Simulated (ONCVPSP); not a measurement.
# Transferability test, ONCV potential for Rh

```
Element                 : Rh
Generator               : ONCVPSP 4.0.1
Type                    : optimised norm-conserving Vanderbilt (ONCV)
Functional              : LDA (Perdew-Zunger)
Relativity              : scalar-relativistic
Frozen core             : [Ar] 3d10
Valence charge          : 17
Reference configuration : 4s2 4p6 4d8 5p1
Partial waves           : 4s: rc 1.65 bohr, ncon 5, nbas 9, qcut 6.6 1/bohr, 2 projectors, debl 1.5 Ha; 4p+5p: rc 1.60 bohr, ncon 4, nbas 8, qcut 8.9 1/bohr, 2 projectors; 4d: rc 1.60 bohr, ncon 5, nbas 10, qcut 9.4 1/bohr, local
Local potential         : the d channel
Core correction         : Teter function fitted to the true core (icmod 2), fcfact 0.45
```

In the s channel the program set the typed energies aside and used -3.097, 0.250 Ha.

Energies are relative to the spin-unpolarised reference configuration 4s2 4p6 4d8 5p1; without spin polarisation the order of configurations can differ from experiment.

| valence configuration | charge | ΔE all-electron (eV) | error AE − PS (meV) |
| --- | --- | --- | --- |
| 4s2 4p6 4d8 5s1 5p0 | 0 | -3.738 | +0.1 |
| 4s2 4p6 4d7 5p0 | +2 | 23.821 | -1.5 |
| 4s2 4p5 4d8 5s1 5p0 | +1 | 53.016 | -57 |

(1) What are ΔE and the potential's error for 4s2 4p6 4d8 5p0?

Levels in the configuration 4s2 4p6 4d8 5p0:

| level | all-electron (eV) | pseudo (eV) |
| --- | --- | --- |
| 4s | -90.307 | -90.313 |
| 4p | -58.316 | -58.318 |
| 4d | -13.850 | -13.850 |

Answers

(1) ΔE = 4.054 eV all-electron; the error (AE − PS) is -0.8 meV.
